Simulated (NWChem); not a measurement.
System: CH6AlN; SMILES [NH2][AlH][CH3]

The following NWChem deck was run.

```
start job
memory heap 200 mb stack 900 mb global 1100 mb
geometry units angstroms noautosym nocenter noautoz
  Al    -0.478362     0.067620     0.145433
  H     -2.017856     0.231634     0.515097
  C      0.412620    -1.667637     0.008195
  H      0.345370    -2.221729     0.960047
  H      1.479083    -1.587781    -0.256308
  H     -0.073564    -2.301242    -0.753211
  N      0.420375     1.571504    -0.145413
  H      1.402630     1.637480    -0.389189
  H      0.019781     2.501672    -0.090847
end
basis spherical
  Al library 6-311g**
  H library 6-311g**
  C library 6-311g**
  N library 6-311g**
end
dft
  xc b3lyp
  iterations 150
end
tddft
  cis
  ecut -13.0
  nroots 6
  notriplet
end
task tddft energy
```

NWChem printed, in part:

```
             Northwest Computational Chemistry Package (NWChem) 7.3.0
             --------------------------------------------------------

                             Geometry "geometry" -> ""
                             -------------------------

 Output coordinates in angstroms (scale by  1.889725989 to convert to a.u.)

  No.       Tag          Charge          X              Y              Z
 ---- ---------------- ---------- -------------- -------------- --------------
    1 Al                  13.0000    -0.47836200     0.06762000     0.14543300
    2 H                    1.0000    -2.01785600     0.23163400     0.51509700
    3 C                    6.0000     0.41262000    -1.66763700     0.00819500
    4 H                    1.0000     0.34537000    -2.22172900     0.96004700
    5 H                    1.0000     1.47908300    -1.58778100    -0.25630800
    6 H                    1.0000    -0.07356400    -2.30124200    -0.75321100
    7 N                    7.0000     0.42037500     1.57150400    -0.14541300
    8 H                    1.0000     1.40263000     1.63748000    -0.38918900
    9 H                    1.0000     0.01978100     2.50167200    -0.09084700

 Effective nuclear repulsion energy (a.u.)      98.5403133866

                                 NWChem DFT Module
                                 -----------------

 Summary of "ao basis" -> "ao basis" (spherical)
 ------------------------------------------------------------------------------
       Tag                 Description            Shells   Functions and Types
 ---------------- ------------------------------  ------  ---------------------
 Al                         6-311g**                12       26   6s5p1d
 H                          6-311g**                 4        6   3s1p
 C                          6-311g**                 8       18   4s3p1d
 N                          6-311g**                 8       18   4s3p1d

[...]

                                NWChem TDDFT Module
                                -------------------

            General Information
            -------------------
           No. of orbitals :     196
            Alpha orbitals :      98
             Beta orbitals :      98
        Alpha frozen cores :       0
         Beta frozen cores :       0
     Alpha frozen virtuals :       0
      Beta frozen virtuals :       0
         Spin multiplicity :       1
    Number of AO functions :      98
        Use of symmetry is : off
      Symmetry adaption is : off
         Schwarz screening :  0.10D-07

              XC Information
              --------------
                  B3LYP Method XC Potential
              Hartree-Fock (Exact) Exchange   0.20
                 Slater Exchange Functional   0.80 local
             Becke 1988 Exchange Functional   0.72 non-local
       Lee-Yang-Parr Correlation Functional   0.81
           VWN I RPA Correlation Functional   0.19 local

             TDDFT Information
             -----------------
          Calculation type : Tamm-Dancoff TDDFT
         Wavefunction type : Restricted singlets
          No. of electrons :      32
           Alpha electrons :      16
            Beta electrons :      16
              No. of roots :       6
          Max subspacesize :    5200
            Max iterations :     100
               Target root :       1
           Target symmetry : none
             Energy Cutoff :-0.13D+02
      Symmetry restriction : off
                 Algorithm : Optimal
        Davidson threshold :  0.10D-03

    6 smallest eigenvalue differences (eV)
--------------------------------------------------------
  No. Spin  Occ  Vir  Irrep   E(Occ)    E(Vir)   E(Diff)
--------------------------------------------------------
    1    1    2   17 a       -14.274    -0.012   388.104
    2    1    2   18 a       -14.274     0.016   388.851
    3    1    2   19 a       -14.274     0.027   389.170
    4    1    2   20 a       -14.274     0.068   390.267
    5    1    2   21 a       -14.274     0.093   390.956
    6    1    2   22 a       -14.274     0.093   390.961
--------------------------------------------------------

  Entering Davidson iterations
  Restricted singlet excited states

  Iter   NTrls   NConv    DeltaV     DeltaE      Time
  ----  ------  ------  ---------  ---------  ---------
    1      6       0     0.11E+00   0.10+100        6.3
    2     12       0     0.15E-01   0.67E-02        6.3
    3     18       0     0.21E-02   0.27E-03        6.3
    4     24       4     0.33E-03   0.46E-05        6.3
    5     26       6     0.28E-04   0.75E-08        4.6
  ----  ------  ------  ---------  ---------  ---------
  Convergence criterion met

  Ground state a        -338.997682617869 a.u.

  ----------------------------------------------------------------------------
  Root   1 singlet a             14.208501704 a.u.              386.6332 eV
  ----------------------------------------------------------------------------
     Transition Moments    X  0.00912   Y  0.00174   Z  0.03724
     Dipole Oscillator Strength                    0.0139508567
     Electric Quadrupole                           0.0002267682
     Magnetic Dipole                               0.0003611071
     Total Oscillator Strength                     0.0145387320

[...]
```

Level: B3LYP/6-311G** (spherical d), restricted-window TDA. Coordinates come from a PBE0/def2-SVP optimisation. B3LYP is NWChem's, with the RPA form of VWN correlation. The quadrupole and magnetic terms of the printed total strengths depend on the origin.
